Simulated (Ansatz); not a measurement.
Species: GaO₂ (charge 0, doublet). It need not be the lowest isomer of its formula. SMILES: [O][Ga][O]
Geometry: optimised at B3LYP-D3(BJ)/def2-TZVP (Ansatz, a first-principles code).

Property: atomisation energy (electronic, to ground-state atoms), in eV. Cores are frozen in the correlated levels unless marked. Open shells are spin-unrestricted. Spin-orbit coupling is left out. The frozen core is the preceding noble-gas configuration, with the filled d and f shells of earlier blocks. No relativistic terms. The coupled-cluster limit lacks core correlation, which all-electron functionals hold. Basis-set limits of correlation are two-point, X^-3; Hartree-Fock from the larger set.

```json
[
 {"level": "PBE/def2-TZVPD", "program": "Ansatz", "atomisation energy (eV)": "8.71"}
]
```

Q: Predict the CCSD(T)/CBS(cc-pVTZ,cc-pVQZ) result (Ansatz).

A: 7.44 eV
